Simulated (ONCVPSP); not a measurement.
# An all-electron radial function and its pseudo partner (lithium)

Columns: radius, all-electron u(r) and pseudo u(r) of the 1s shell (level -60.41 eV) of lithium in the configuration 1s2; PBE, scalar-relativistic, ONCV scheme, ONCVPSP 4.0.1.

| r (bohr) | all-electron | pseudo |
| --- | --- | --- |
| 0.032 | 0.2710 | 0.2207 |
| 0.065 | 0.4987 | 0.4369 |
| 0.098 | 0.6816 | 0.6317 |
| 0.130 | 0.8226 | 0.7934 |
| 0.162 | 0.9332 | 0.9247 |
| 0.195 | 1.0206 | 1.0282 |
| 0.228 | 1.0850 | 1.1018 |
| 0.260 | 1.1291 | 1.1484 |
| 0.292 | 1.1580 | 1.1757 |
| 0.325 | 1.1747 | 1.1883 |
| 0.358 | 1.1803 | 1.1894 |
| 0.390 | 1.1769 | 1.1823 |
| 0.422 | 1.1664 | 1.1692 |
| 0.455 | 1.1495 | 1.1507 |
| 0.488 | 1.1277 | 1.1280 |
| 0.520 | 1.1027 | 1.1028 |
| 0.552 | 1.0748 | 1.0747 |
| 0.585 | 1.0437 | 1.0436 |
| 0.618 | 1.0107 | 1.0107 |
| 0.650 | 0.9776 | 0.9775 |
| 0.682 | 0.9437 | 0.9437 |
| 0.715 | 0.9083 | 0.9083 |
| 0.748 | 0.8728 | 0.8727 |
| 0.780 | 0.8384 | 0.8384 |
| 0.812 | 0.8044 | 0.8043 |
| 0.845 | 0.7698 | 0.7697 |

Q: How many radial nodes do the two functions have?

A: The all-electron 1s function has n − l − 1 = 0; the pseudo-wave has 0.

Q: At about which radius was the pseudo-wave matched?

A: 0.60 bohr. The columns agree to 0.0005 from 0.49 bohr on; several derivatives are matched, so the curves merge somewhat inside the radius.

Q: Is the pseudo-wave norm-conserving?

A: Yes: the ONCV scheme keeps the norm inside the radius equal to the all-electron one, which fixes the energy derivative of the logarithmic derivative at the level.
